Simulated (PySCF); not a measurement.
C3H10O2Si2, SMILES O=C(C)[SiH2][SiH2]OC (GFN2-xTB optimised geometry):

```
17

C      2.687    -2.448    -0.003
O      1.841    -1.342     0.000
Si     0.211    -1.342     0.000
Si    -0.109     0.930     0.000
C     -2.023     1.110    -0.010
C     -2.630     2.482    -0.084
O     -2.702     0.105     0.045
H      2.506    -3.077     0.871
H      2.532    -3.050    -0.901
H      3.717    -2.092     0.018
H     -0.286    -2.090     1.167
H     -0.288    -2.083    -1.171
H      0.339     1.716     1.164
H      0.363     1.729    -1.146
H     -2.253     3.077     0.744
H     -3.717     2.442    -0.051
H     -2.305     2.955    -1.007
```

Method: PBE/def2-SVP (PySCF).

Task: What are the frontier orbital energies and the dipole moment?

Result: HOMO-2 -6.82 eV, HOMO-1 -6.41 eV, HOMO -5.16 eV, LUMO -2.02 eV, LUMO+1 -1.07 eV; dipole moment 1.53 D.

Meta-Löwdin charges at PBE/def2-SVP: C1 -0.09, O2 -0.57, Si3 0.60, Si4 0.26, C5 0.17, C6 -0.35, O7 -0.36, H8 0.09, H9 0.09, H10 0.11, H11 -0.10, H12 -0.10, H13 -0.06, H14 -0.06, H15 0.12, H16 0.12, H17 0.13.
